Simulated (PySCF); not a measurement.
Computed with B3LYP-D3(BJ)/def2-TZVP // r2SCAN-D4/def2-SVP in PySCF. Isolated molecules, 0 K electronic values unless said otherwise. B3LYP has the VWN-RPA correlation part, as in Gaussian. 

Reference species: [Ti(Cl)(H)3] (neutral, multiplicity 1).

```
Quantity                                                       Result
------------------------------------------------------------  -------
mean distance from the central atom to its bonded neighbours  1.805 Å
HOMO–LUMO gap                                                 5.44 eV
```

Changed species: [Ti(Cl)2(H)2] (2 of 4 Cl replaced by H; the reference has 3 of 4 Cl replaced by H).

What does the change do to the mean distance from the central atom to its bonded neighbours and HOMO–LUMO gap?

the mean distance from the central atom to its bonded neighbours rises by 0.115 Å, to 1.920 Å; the HOMO–LUMO gap falls by 0.03 eV, to 5.41 eV.
